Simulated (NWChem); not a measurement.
Species: C$_{4}$H$_{7}$N; SMILES C=C/C=N/C

```xyz
12

C      0.6302    -2.0787     0.1239
C     -0.5083    -1.4232    -0.1290
C     -0.6254     0.0433    -0.1412
N      0.3535     0.8174     0.0880
C      0.1398     2.2312     0.0536
H      1.5465    -1.5211     0.3381
H      0.6731    -3.1704     0.1229
H     -1.4266    -1.9798    -0.3437
H     -1.6359     0.4468    -0.3662
H      0.8104     2.6893    -0.6930
H     -0.9033     2.5284    -0.1797
H      0.4214     2.6724     1.0247
```
Atoms are numbered in this order, from 1.

Program: NWChem. Structure relaxed at the PBE0/def2-SVP level. Level: PBE/def2-SVP with COSMO at NWChem's default radii, gas-phase geometry; the question gives the dielectric constant.

Q: Predict the results for dielectric constant 46.7. Quantities: electrostatic solvation energy (kcal/mol); dipole in solution (D).

A: 
```yaml
electrostatic solvation energy (kcal/mol): -3.3
dipole in solution (D): 1.47
```
